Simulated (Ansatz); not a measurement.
Mulliken charges of `C[O][Au-][NH3+]` from r2SCAN/def2-TZVPP in Ansatz (PBE0-D4/def2-TZVP geometry).

```json
{"atom": "C1", "x (Å)": "-0.383", "y (Å)": "1.781", "z (Å)": "-1.475", "charge (e)": "0.060"}
{"atom": "O2", "x (Å)": "0.729", "y (Å)": "1.274", "z (Å)": "-0.804", "charge (e)": "-0.509"}
{"atom": "Au3", "x (Å)": "0.476", "y (Å)": "-0.284", "z (Å)": "0.340", "charge (e)": "0.052"}
{"atom": "N4", "x (Å)": "0.333", "y (Å)": "-1.935", "z (Å)": "1.584", "charge (e)": "-0.265"}
{"atom": "H5", "x (Å)": "-0.838", "y (Å)": "1.064", "z (Å)": "-2.176", "charge (e)": "0.029"}
{"atom": "H6", "x (Å)": "-1.181", "y (Å)": "2.131", "z (Å)": "-0.802", "charge (e)": "0.028"}
{"atom": "H7", "x (Å)": "-0.058", "y (Å)": "2.648", "z (Å)": "-2.067", "charge (e)": "0.030"}
{"atom": "H8", "x (Å)": "0.414", "y (Å)": "-1.669", "z (Å)": "2.560", "charge (e)": "0.192"}
{"atom": "H9", "x (Å)": "-0.559", "y (Å)": "-2.401", "z (Å)": "1.460", "charge (e)": "0.193"}
{"atom": "H10", "x (Å)": "1.066", "y (Å)": "-2.607", "z (Å)": "1.380", "charge (e)": "0.190"}
```

Q: By hand: the dipole of these point charges (1 e Å = 4.8032 D).

A: Σ q r = (-0.343, -1.153, 0.807) e Å, of length 1.449 e Å = 6.96 D.

Q: How does the dipole of the full density compare? (Best estimate.)

A: Ansatz gave: (-0.254, -1.209, 0.872) e Å, 7.26 D; the point charges give 0.96 times that, at 4° from its direction.

Point charges leave out the atoms' own dipoles, such as those of lone pairs, and Mulliken's split depends on the basis, so the close match here is no proof of good charges.
